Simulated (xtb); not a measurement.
C2H3O, doublet, from a rough starting geometry; xtb 6.7.1 with GFN2-xTB.

xtb was given this input:
```
$ xtb mol.xyz --gfn 2 --uhf 1 --opt vtight --json

# file mol.xyz
6

C      0.12042871     0.90344007    -0.04734478
O      0.16862201     0.21335823     1.17597745
C      0.12683758    -0.57284181    -0.07152013
H     -0.70269735     1.47653293    -0.26760337
H     -0.75227798    -1.03258276    -0.32057674
H      1.09974725    -1.09097356    -0.31777277
```

What the program printed (banner, timings and long lists left out):

```
   ID    Z sym.   atoms
    1    6 C      1, 3
    2    8 O      2
    3    1 H      4-6

           -------------------------------------------------
          |                Calculation Setup                |
           -------------------------------------------------

           -------------------------------------------------
          |                 G F N 2 - x T B                 |
           -------------------------------------------------

          ...................................................
          :                      SETUP                      :
          :.................................................:
          :  # basis functions                  15          :
          :  # atomic orbitals                  15          :
          :  # shells                            9          :
          :  # electrons                        17          :
          :  max. iterations                   250          :
          :  Hamiltonian                  GFN2-xTB          :
          :  restarted?                      false          :
          :  GBSA solvation                  false          :
          :  PC potential                    false          :
          :  electronic temp.          300.0000000     K    :
          :  accuracy                    1.0000000          :
          :  -> integral cutoff          0.2500000E+02      :
          :  -> integral neglect         0.1000000E-07      :
          :  -> SCF convergence          0.1000000E-05 Eh   :
          :  -> wf. convergence          0.1000000E-03 e    :
          :  Broyden damping             0.4000000          :
          :  net charge                          0          :
          :  unpaired electrons                  1          :
          ...................................................

 iter      E             dE          RMSdq      gap      omega  full diag
   1     -9.8195426 -0.981954E+01  0.473E+00    6.23       0.0  T
   2     -9.8319358 -0.123932E-01  0.225E+00    6.21       1.0  T
   3     -9.8321655 -0.229714E-03  0.125E+00    6.22       1.0  T
   4     -9.8330384 -0.872955E-03  0.169E-01    6.27       1.0  T
   5     -9.8330762 -0.377043E-04  0.109E-01    6.23       1.0  T
   6     -9.8330995 -0.233084E-04  0.494E-02    6.24       1.0  T
   7     -9.8331005 -0.101128E-05  0.169E-02    6.25       2.4  T
   8     -9.8331017 -0.126460E-05  0.455E-03    6.24       9.0  T
   9     -9.8331018 -0.100674E-06  0.409E-04    6.24      99.8  T
  10     -9.8331018 -0.483711E-09  0.102E-04    6.24     400.4  T

   *** convergence criteria satisfied after 10 iterations ***

         :::::::::::::::::::::::::::::::::::::::::::::::::::::
         ::                     SUMMARY                     ::
         :::::::::::::::::::::::::::::::::::::::::::::::::::::
         :: total energy              -9.735040980009 Eh    ::
         :: gradient norm              0.132719425689 Eh/a0 ::
         :: HOMO-LUMO gap              6.242821102894 eV    ::
         ::.................................................::
         :: SCC energy                -9.833101783468 Eh    ::
         :: -> isotropic ES            0.014834250891 Eh    ::
         :: -> anisotropic ES         -0.000259627089 Eh    ::
         :: -> anisotropic XC          0.002656733455 Eh    ::
         :: -> dispersion             -0.001648834512 Eh    ::
         :: repulsion energy           0.098060803459 Eh    ::
         :: add. restraining           0.000000000000 Eh    ::
         :: total charge              -0.000000000000 e     ::
         :::::::::::::::::::::::::::::::::::::::::::::::::::::

      -----------------------------------------------------------
     |                   =====================                   |
     |                        A N C O P T                        |
     |                   =====================                   |
     |               Approximate Normal Coordinate               |
[...]
 * total energy  :    -9.7350410 Eh     change       -0.1249667E-10 Eh
 * total energy  :    -9.7443707 Eh     change       -0.9329726E-02 Eh
 * total energy  :    -9.7456384 Eh     change       -0.1267646E-02 Eh
 * total energy  :    -9.7457443 Eh     change       -0.1059063E-03 Eh
 * total energy  :    -9.7458053 Eh     change       -0.6106554E-04 Eh
 * total energy  :    -9.7458170 Eh     change       -0.1165839E-04 Eh
 * total energy  :    -9.7458201 Eh     change       -0.3155872E-05 Eh
 * total energy  :    -9.7458205 Eh     change       -0.3838518E-06 Eh
 * total energy  :    -9.7458205 Eh     change       -0.4846509E-08 Eh
   *** GEOMETRY OPTIMIZATION CONVERGED AFTER 9 ITERATIONS ***
         :: total energy              -9.745820526277 Eh    ::
[...]
         :::::::::::::::::::::::::::::::::::::::::::::::::::::

           -------------------------------------------------
          |                Property Printout                |
           -------------------------------------------------

    * Orbital Energies and Occupations

         #    Occupation            Energy/Eh            Energy/eV
      -------------------------------------------------------------
         1        2.0000           -0.7354173             -20.0117
         2        2.0000           -0.6403351             -17.4244
         3        2.0000           -0.6160328             -16.7631
         4        2.0000           -0.5752376             -15.6530
         5        2.0000           -0.5459347             -14.8556
         6        2.0000           -0.5178130             -14.0904
         7        2.0000           -0.4688501             -12.7581
         8        2.0000           -0.4581420             -12.4667
         9        1.0000           -0.3365312              -9.1575 (HOMO)
        10                         -0.0892632              -2.4290 (LUMO)
        11                          0.0781067               2.1254
        12                          0.1226569               3.3377
        13                          0.1699642               4.6250
        14                          0.2573151               7.0019
        15                          0.4002974              10.8926
      -------------------------------------------------------------
                  HL-Gap            0.2472680 Eh            6.7285 eV
             Fermi-level           -0.3051169 Eh           -8.3027 eV

     #   Z          covCN         q      C6AA      α(0)
     1   6 C        2.759     0.029    27.324     8.560
     2   8 O        1.702    -0.252    18.180     5.757
     3   6 C        3.678     0.063    19.738     6.364
     4   1 H        0.926     0.062     2.176     2.307
     5   1 H        0.925     0.041     2.429     2.437
     6   1 H        0.925     0.057     2.239     2.340

 Mol. C6AA /au·bohr⁶  :        338.935057
 Mol. C8AA /au·bohr⁸  :       7511.723866
 Mol. α(0) /au        :         27.765482

Wiberg/Mayer (AO) data.
largest (>0.10) Wiberg bond orders for each atom

 ---------------------------------------------------------------------------
     #   Z sym  total        # sym  WBO       # sym  WBO       # sym  WBO
 ---------------------------------------------------------------------------
     1   6 C    3.222 --     2 O    1.225     3 C    1.015     4 H    0.970
     2   8 O    2.185 --     1 C    1.225     3 C    0.915
     3   6 C    3.881 --     1 C    1.015     6 H    0.973     5 H    0.969
                             2 O    0.915
     4   1 H    0.995 --     1 C    0.970
     5   1 H    0.998 --     3 C    0.969
     6   1 H    0.997 --     3 C    0.973
 ---------------------------------------------------------------------------

Topologies differ in total number of bonds
Writing topology from bond orders to xtbtopo.mol

molecular dipole:
                 x           y           z       tot (Debye)
 q only:       -0.062      -0.123      -0.636
   full:       -0.241      -0.214      -0.561       1.644
molecular quadrupole (traceless):
                xx          xy          yy          xz          yz          zz
 q only:        0.407      -0.553       1.441      -0.212      -0.240      -1.848
  q+dip:        1.952      -1.460       1.794      -0.085      -0.287      -3.746
   full:        1.450      -1.206       1.621      -0.108      -0.093      -3.071

optimized geometry written to: xtbopt.xyz

           -------------------------------------------------
          | TOTAL ENERGY               -9.745820526277 Eh   |
          | GRADIENT NORM               0.000021988034 Eh/α |
          | HOMO-LUMO GAP               6.728504483350 eV   |
           -------------------------------------------------

normal termination of xtb
```
